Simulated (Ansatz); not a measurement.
Input for Ansatz (development build ahead of 0.2.0):

```yaml
crystal:
  periodic: [false, false, false]
  atoms:
    - { symbol: Li, position_ang: [1.01633, 0.0, 0.0] }
    - { symbol: Li, position_ang: [-1.01633, 0.0, 0.0] }
    - { symbol: F, position_ang: [0.0, 1.18913, 0.0] }
    - { symbol: F, position_ang: [0.0, -1.18913, 0.0] }
basis:
  gaussian: { orbitals: cc-pVTZ }
hamiltonian:
  xc: hf
correlation:
  method: mp2
  frozen_orbitals: { F: 1, Li: 0 }
```

The input is written out in the form of the current development build from the run's settings.

Results

```json
{
 "Converged": "yes",
 "Reference energy": "-214.04129 hartree",
 "Correlation energy": "-0.57883 hartree",
 "Total energy": "-214.62012 hartree",
 "Spin squared of the determinant": "0.000"
}
```
